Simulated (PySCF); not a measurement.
# Reading the logs of faulty runs: BC2H8Si

All numbers below are calculated, not measured. They come from PySCF 2.14.0, an open-source quantum chemistry program, on an isolated molecule that a program drew, which may never have been made. The molecule is BC2H8Si (charge 0, doublet), drawn as the SMILES string `CBC[SiH2]`.

Each row is a Hartree-Fock (HF) and frozen-core CCSD(T) single point in the cc-pV(D+d)Z basis, meant for a local HF minimum. Run 1 is clean. Each other run has one planted mistake out of seven kinds, and not every kind appears here: one electron removed, one electron added, multiplicity raised by two, geometry at a saddle point, minimal basis STO-3G, one bond length entered in bohr, all coordinates scaled. The reference is restricted for singlets and unrestricted otherwise, and also for a bond in bohr. Adding or removing an electron swaps singlet and doublet. Electrons count all cores. HOMO and LUMO are orbital energies over both spins, the gradient is its largest component, and the lowest frequency (negative if imaginary) is given only where the gradient is small. Bond lengths are over the 11 bonds as drawn. T1 is the CCSD diagnostic: over 0.02 (restricted) or 0.045 (unrestricted) a single reference is doubtful.

Geometry of the clean run:
```xyz
12
BC2H8Si, angstrom
C     0.0954   -0.9997   -2.6492
B     0.4632   -1.7855   -1.3310
C    -0.2887   -1.5924    0.0326
Si    0.5560   -0.2844    1.1236
H    -0.6252   -0.1898   -2.5131
H     0.9868   -0.6052   -3.1475
H    -0.3420   -1.7215   -3.3535
H     1.3802   -2.5692   -1.3744
H    -1.3199   -1.2425   -0.0985
H    -0.2983   -2.5072    0.6339
H    -0.1248   -0.1855    2.4382
H     0.5607    1.0501    0.4723
```

| run | electrons | basis functions | <S^2> | HOMO (eV) | LUMO (eV) | gradient (hartree/bohr) | lowest frequency (cm^-1) | mean bond (Å) | longest bond (Å) | T1 | HF (hartree) | CCSD(T) (hartree) | mistake |
|---|---|---|---|---|---|---|---|---|---|---|---|---|---|
| 1 | 39 | 105 | 0.754 | -8.80 | 1.67 | 2.8e-05 | 68 | 1.3366 | 1.901 | 0.0109 | -393.98550 | -394.52025 | no fault |
| 2 | 39 | 105 | 3.771 | -5.58 | -2.09 | 1.0e-01 | - | 1.3366 | 1.901 | 0.0567 | -393.76905 | -394.30449 | multiplicity raised by two |
| 3 | 39 | 32 | 0.752 | -6.48 | 6.46 | 2.8e-02 | - | 1.3366 | 1.901 | 0.0056 | -389.40736 | -389.63699 | ? |
| 4 | 39 | 105 | 0.754 | -8.93 | 1.48 | 3.1e-02 | - | 1.4034 | 1.996 | 0.0113 | -393.96315 | -394.50578 | ? |

**Which mistake was planted in run 3, and what did it cost?**

It has 32 basis functions where the clean run has 105, with the same electrons and geometry. So the mistake is: minimal basis STO-3G. Subtracting run 1 and multiplying by 627.51 kcal/mol a hartree, the energy moved by 2872.8 kcal/mol in HF and 3064.3 kcal/mol in CCSD(T).

**Which mistake was planted in run 4, and what did it cost?**

The mean and the longest bond both change by the same factor, 1.050, and the gradient is no longer small. So the mistake is: all coordinates scaled. Subtracting run 1 and multiplying by 627.51 kcal/mol a hartree, the energy moved by 14.0 kcal/mol in HF and 9.1 kcal/mol in CCSD(T).

Cautions from the logs. Run 2: T1 is over the limit, so its CCSD(T) energy is less reliable.
